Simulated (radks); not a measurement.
Results of a calculation; reference values are marked as such.
Coulomb parameter of the 4f shell of the erbium ion Er2+ in the model configuration [Xe] 4f10.5 6p1.5, as a second difference U = [E(n + 0.5) + E(n - 0.5) - 2 E(n)] / (0.5)^2 with all orbitals relaxed. "Bare": the charge of the atom changes with n. "Screened": the 6p shell takes up the change at fixed total charge, which measures U(4f,4f) + U(6p,6p) - 2 U(4f,6p). Level of theory: scalar-relativistic Kohn-Sham, PBE, spin-unpolarised, spherical densities, point nucleus (a radial shooting solver on a logarithmic mesh with Libxc functionals).

start: configuration [Xe] 4f10.5 6p1.5; E - E(n) (eV) 0.000
bare +0.5: configuration [Xe] 4f11 6p1.5; E - E(n) (eV) -14.427
bare -0.5: configuration [Xe] 4f10 6p1.5; E - E(n) (eV) 19.191
screened +0.5: configuration [Xe] 4f11 6p1; E - E(n) (eV) -8.697
screened -0.5: configuration [Xe] 4f10 6p2; E - E(n) (eV) 11.135

U(bare) = 19.059 eV, U(screened by 6p) = 9.753 eV, against the Slater integral F0(4f,4f) = 33.839 eV with frozen orbitals.
